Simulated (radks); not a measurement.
Pt V, 74 electrons, occupied as [Xe] 4f14 5d6. Method: non-relativistic Kohn-Sham, PBE, spin-polarised, spherical densities, point nucleus; open shells are filled with parallel spins first (spin-orbit coupling, left out, can overturn this in heavy ions); relativity is left out, which matters for an element this heavy; computed with a radial shooting solver on a logarithmic mesh with Libxc functionals.

Normalised radial functions P(r) = r R(r), r in bohr:

r         5s down
0.001133   0.0489
0.001499   0.0628
0.001983   0.0799
0.002645   0.1009
0.0035     0.1243
0.00463    0.1491
0.006127   0.1725
0.008171   0.1894
0.01081    0.1903
0.01431    0.1646
0.01908    0.0984
0.02525   -0.0100
0.0334    -0.1488
0.04455   -0.2766
0.05895   -0.3070
0.07799   -0.1689
0.1032     0.1276
0.1376     0.4115
0.1821     0.3766
0.241     -0.0685
0.3214    -0.5812
0.4252    -0.5452
0.5626     0.1408
0.7504     0.9377
0.9929     1.1746
1.314      0.8464
1.738      0.3837
2.318      0.1021
3.068      0.0155
4.059      0.0011

5s down: eigenvalue -128.73 eV, 4 radial nodes at r = 0.0247, 0.0925, 0.233, 0.537 bohr, <r> = 1.04 bohr, 90 % of the charge inside 1.48 bohr.
